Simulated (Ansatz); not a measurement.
C₈H₁₄O₂, SMILES `CC(=O)OC1CCCCC1`. Charge 0, multiplicity 1. The geometry is a stationary point of PBE0-D4/def2-TZVP. It is one conformer, not always the lowest.

```xyz
24

C    -0.997    1.500    3.419
C    -0.982    0.489    2.313
O    -1.702   -0.472    2.245
O    -0.050    0.792    1.401
C     0.077   -0.102    0.283
C     1.470    0.059   -0.281
C     1.720   -0.997   -1.364
C     0.443   -1.349   -2.139
C    -0.507   -0.161   -2.182
C    -0.986    0.202   -0.772
H    -0.021    1.532    3.905
H    -1.766    1.238    4.141
H    -1.189    2.494    3.010
H    -0.056   -1.119    0.664
H     1.564    1.068   -0.696
H     2.208   -0.022    0.519
H     2.483   -0.624   -2.053
H     2.134   -1.902   -0.910
H    -0.066   -2.192   -1.659
H     0.696   -1.682   -3.149
H     0.011    0.691   -2.634
H    -1.366   -0.372   -2.823
H    -1.900   -0.339   -0.521
H    -1.220    1.269   -0.718
```

What is the dipole moment at PBE/def2-TZVPP? (Estimate.)

The calculation gave: 1.94 D, with components (1.37, 1.10, -0.82) D in this frame, pointing from negative to positive charge.

And with r2SCAN, B3LYP, ωB97M-V? (Estimate.)

The calculation gave: r2SCAN 1.99 D, B3LYP 1.98 D, ωB97M-V 1.96 D.

Give the Mulliken charges with PBE, B3LYP, ωB97M-V in def2-TZVPP. (Estimate.)

Computed: 
```csv
atom,PBE,B3LYP,ωB97M-V
C1,-0.27,-0.27,-0.32
C2,0.23,0.31,0.33
O3,-0.29,-0.33,-0.34
O4,-0.20,-0.28,-0.26
C5,0.15,0.21,0.06
C6,-0.08,-0.11,-0.19
C7,-0.16,-0.16,-0.19
C8,-0.10,-0.12,-0.20
C9,-0.10,-0.11,-0.21
C10,-0.18,-0.20,-0.20
H11,0.10,0.10,0.12
H12,0.11,0.11,0.12
H13,0.10,0.10,0.12
H14,0.06,0.07,0.12
H15,0.06,0.07,0.11
H16,0.06,0.07,0.10
H17,0.06,0.07,0.10
H18,0.07,0.07,0.10
H19,0.06,0.07,0.11
H20,0.06,0.07,0.10
H21,0.05,0.06,0.11
H22,0.06,0.07,0.10
H23,0.09,0.10,0.12
H24,0.05,0.06,0.10
```

B3LYP here is the variant with VWN-RPA as its local correlation; programs differ in this.
